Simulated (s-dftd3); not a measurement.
C₄H₁₁S (SMILES CC(C)(C)[SH2+]), charge +1, singlet, geometry from GFN2-xTB; D3(zero) for bp86 in s-dftd3.

Here is a job for s-dftd3.
```
$ s-dftd3 mol.xyz --zero bp86 --json dftd3.json --noedisp --grad

# file mol.xyz
16

C     -0.46721230     1.19830070     1.08614094
C     -0.37886662    -0.05533797     0.24787658
C     -0.16551409    -1.30773328     1.06955843
C     -1.51437475    -0.19093952    -0.74278374
S      1.21646759     0.08396989    -0.85362922
H     -1.35914839     1.12926927     1.70743843
H     -0.56717469     2.09550885     0.47895978
H      0.38310971     1.30871766     1.75577105
H     -0.01159147    -2.17993942     0.43853610
H     -1.05549123    -1.48989563     1.66884942
H      0.67604980    -1.21024531     1.75164054
H     -1.37662094    -1.04975865    -1.39553062
H     -1.63379605     0.70219938    -1.35189057
H     -2.44219884    -0.34176636    -0.19434427
H      1.01675679     1.34621071    -1.28554643
H      2.06243045     0.48044166     0.11943077
```

It wrote (shortened):

```
-----------------------------------
 s i m p l e   D F T - D 3  v1.4.0
-----------------------------------

Zero (Chai-Head-Gordon) damping: bp86-D3(0)
--------------------
  s6         1.0000
  s8         1.6830
  s9         0.0000
 rs6         1.1390
 rs8         1.0000
 alp        14.0000
--------------------

Dispersion energy:      -1.5095145630553E-02 Eh

Gradient norm:           1.1463289000125E-03 Eh/a0
--------------------------------------------------
     #    Z           dE/dx      dE/dy      dE/dz
--------------------------------------------------
     1    6 C     2.318E-04 -1.637E-04 -2.734E-04
     2    6 C     1.338E-04  1.460E-04 -9.643E-06
     3    6 C     4.084E-05  8.595E-05 -1.753E-04
     4    6 C     1.932E-04 -4.019E-05  2.936E-05
     5   16 S    -6.406E-04 -2.422E-04  3.275E-04
     6    1 H    -5.135E-05  2.344E-04  1.826E-04
     7    1 H    -2.681E-05  8.811E-05  8.511E-05
     8    1 H    -3.517E-05  9.503E-05  7.387E-05
     9    1 H     9.660E-05  4.831E-05  1.286E-05
    10    1 H     7.720E-06 -2.422E-04  1.485E-04
    11    1 H    -3.363E-05 -1.341E-04  1.365E-06
    12    1 H     5.427E-05  8.335E-05 -4.402E-05
    13    1 H    -7.902E-05 -9.651E-05 -5.963E-05
    14    1 H    -2.259E-04 -4.875E-05 -1.654E-04
    15    1 H     2.386E-04  3.410E-05  2.914E-05
    16    1 H     9.564E-05  1.525E-04 -1.629E-04
--------------------------------------------------

Virial:
--------------------------------------------------
      component           x          y          z
--------------------------------------------------
          x      -2.875E-04  2.203E-04  6.532E-04
          y       2.203E-04  1.214E-03  3.331E-04
          z       6.532E-04  3.331E-04  1.270E-04
--------------------------------------------------

[Info] JSON dump of results written to 'dftd3.json'
```
